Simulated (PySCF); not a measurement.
Ionisation energy of As by level of theory

As [Ar] 3d10 4s2 4p3 [4p1/2^2 4p3/2^1, M_J = 3/2] → As⁺ [Ar] 3d10 4s2 4p2 [4p1/2^2, M_J = 0], as a difference of total energies. Calculation: PySCF 2.14, in x2c-TZVPPall-2c with one added diffuse shell each of s, p, d type (7s8p5d1f, 63 functions); the two-component X2C-1e Hamiltonian. Correlated levels: [Ar] frozen; the 6 highest virtual spinors dropped. "Screened" scales the spin-orbit matrix elements by Boettger's factors to mimic the two-electron term; Breit and QED terms are absent.

```
                        method  ionisation energy (eV)
     GHF (screened spin-orbit)                   9.380
    GMP2 (screened spin-orbit)                   9.878
   GCCSD (screened spin-orbit)                   9.801
GCCSD(T) (screened spin-orbit)                   9.819
```

Q: How much does correlation contribute at GCCSD(T) (screened spin-orbit)?

A: 9.819 − (9.380) = 0.439 eV, measured against GHF (screened spin-orbit).

Errors of the correlated levels include the incompleteness of this basis and the frozen core.

The labels give the starting determinants; with spin-orbit coupling the two ends relaxed to ⟨J²⟩ = 3.75, ⟨L²⟩ = 0.01, ⟨S²⟩ = 3.74 and ⟨J²⟩ = 1.63, ⟨L²⟩ = 2.01, ⟨S²⟩ = 1.99.

The determinant of As⁺ mixes levels of different J (the jj label is only the starting occupation), so the difference between spin-free and spin-orbit rows is not the physical spin-orbit shift.

For comparison: 9.789 eV (measured; NIST Atomic Spectra Database, ionization energies).
